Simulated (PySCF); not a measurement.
Adding and removing an electron: TaH

r²SCAN; PySCF, scalar-relativistic core potentials, basis sets Ta def2-TZVPPD with ECP60, H def2-TZVPPD. Neutral (UKS): quintet (σ ↑, π ↑↑, δ ↑), Re = 1.775 Å, ωe = 1767 cm⁻¹, HOMO -4.08 eV, LUMO -3.09 eV.

TaH⁺ (UKS): quartet (σ ↑, π ↑, δ ↑), Re = 1.735 Å, ωe = 1919 cm⁻¹. The energies at the minima are -57.46749 hartree for TaH and -57.20115 for TaH⁺.

Work out the adiabatic ionisation energy, without and with harmonic zero-point energies (1 hartree = 27.2114 eV, 1 eV = 8065.5 cm⁻¹), and the change of the bond length.

At r²SCAN: 0.26634 hartree = 7.247 eV between the minima; the zero-point term (1919.0 − 1767.0)/2 cm⁻¹ = +0.009 eV makes it 7.257 eV. Re changes by -4.0 pm against the neutral. The electron leaves a π orbital, which is non-bonding in a hydride.

De is left out where the level can put another filling of the metal’s s and d shells below the measured ground configuration, by anything from nothing to about 1 eV. Spin–orbit coupling is left out, which matters for elements this heavy, above all for dissociation energies. With d or f electrons several states lie close, and the lowest PBE0 determinant need not be the measured ground state.
